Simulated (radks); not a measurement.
Re II, 74 electrons, occupied as [Kr] 4d10 4f14 5s2 5p4 5d5 6s1 7s2 (not the ground configuration).

Calculated with a radial shooting solver on a logarithmic mesh with Libxc functionals: Dirac Kohn-Sham, PBE, spin-unpolarised, spherical densities, finite nucleus; open shells fill j = l - 1/2 first; Fermi nuclear charge, rms radius 5.3698 fm.

Energy parts (eV):
total: -454720.07
kinetic: 513977.75
electron-nucleus: -1135459.67
Hartree: 175789.74
exchange-correlation: -9027.89

Orbitals (lengths in bohr, moments of r in powers of bohr; <r^-3> diverges for s and p1/2; r(max) is where P^2 peaks):
| orbital | occ. | eigenvalue (eV) | r(max) | <1/r> | <r^-3> |
|---|---|---|---|---|---|
| 1s1/2 | 2 | -71561.39 | 0.01124 | 88.71 | - |
| 2s1/2 | 2 | -12422.48 | 0.06473 | 21.63 | - |
| 2p1/2 | 2 | -11890.47 | 0.04802 | 21.60 | - |
| 2p3/2 | 4 | -10450.76 | 0.05496 | 18.04 | 17110 |
| 3s1/2 | 2 | -2897.126 | 0.1822 | 7.942 | - |
| 3p1/2 | 2 | -2659.010 | 0.1705 | 7.858 | - |
| 3p3/2 | 4 | -2346.351 | 0.1847 | 6.936 | 3891 |
| 3d3/2 | 4 | -1945.484 | 0.1445 | 6.831 | 674.3 |
| 3d5/2 | 6 | -1877.609 | 0.1485 | 6.615 | 570.7 |
| 4s1/2 | 2 | -626.5389 | 0.4131 | 3.341 | - |
| 4p1/2 | 2 | -527.0746 | 0.4125 | 3.232 | - |
| 4p3/2 | 4 | -454.1533 | 0.4423 | 2.911 | 908.6 |
| 4d3/2 | 4 | -290.6217 | 0.4382 | 2.699 | 138.6 |
| 4d5/2 | 6 | -277.1422 | 0.4476 | 2.623 | 114.8 |
| 5s1/2 | 2 | -111.0759 | 0.9341 | 1.323 | - |
| 5p1/2 | 2 | -80.4169 | 0.9951 | 1.201 | - |
| 4f5/2 | 6 | -71.1604 | 0.4143 | 2.189 | 21.71 |
| 5p3/2 | 2 | -68.8138 | 1.074 | 1.092 | 143.0 |
| 4f7/2 | 8 | -68.6309 | 0.4191 | 2.158 | 20.69 |
| 5d3/2 | 4 | -27.5996 | 1.316 | 0.8174 | 13.17 |
| 5d5/2 | 1 | -26.3468 | 1.350 | 0.7944 | 10.76 |
| 6s1/2 | 1 | -21.2897 | 2.241 | 0.5185 | - |
| 6p1/2 | 0 | -14.3222 | 2.582 | 0.4358 | - |
| 6p3/2 | 0 | -12.7407 | 2.795 | 0.3991 | 19.48 |
| 7s1/2 | 2 | -6.6049 | 5.310 | 0.2259 | - |
| 6d3/2 | 0 | -5.6144 | 4.561 | 0.2475 | 1.163 |
| 6d5/2 | 0 | -5.5028 | 4.649 | 0.2432 | 0.9727 |

The highest occupied level is 7s1/2 at -6.605 eV. The configuration is held as typed, so some empty levels lie below it. The density falls to 0.001 e/bohr^3 at r = 6.11 bohr. Summed over all electrons, <r^2> = 110.2 bohr^2, which gives a Langevin (diamagnetic) susceptibility term of -87.3 x 10^-6 cm^3/mol.
